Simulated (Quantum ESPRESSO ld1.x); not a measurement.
One sound ld1.x (Quantum ESPRESSO 7.5) input for neutral neon gives E = -128.9732 hartree in 34 iterations:

```
 &input
    zed=10.0,
    iswitch=1,
    rel=0,
    dft='BLYP',
    config='[Ne]',
    verbosity='high',
    prefix='ld1',
    max_out_wfc=37,
    file_charge='ld1.rho',
 /
```

Changed or added lines, one case at a time, and what came of them:

- rel=1 relpert=.true.: refused. The program stops in ld1_readin with "perturbative SO-splitting for AE calculations with rel=0 only": the perturbative correction needs rel = 0.
- iswitch=7: refused. The program stops in ld1_readin with "wrong iswitch": iswitch takes 1 to 4.
- lsd=2: refused. The program stops in ld1_readin with "lsd not correct": lsd takes 0 or 1.
- xmin=-20.0: usable despite the warning. The mesh starts very near the nucleus, where rounding noise provokes warnings (final residual 4e+05); the energy differs from the default mesh by +0.0004565 hartree, which is rather the error of the default start.
- rel=2 lsd=1: refused. The program stops in ld1_readin with "local spin density and spin-orbit not allowed": spin polarisation goes with rel = 0 or 1 alone.
- dft='SCANN': refused. The program stops in set_dft_from_name with "libxc needed for this functional": the name is not a functional that the program knows.
- dx=0.003: refused. The program stops in do_mesh with "ndmx is too small": the mesh holds 3500 points at most, so dx, xmin and rmax must fit that.
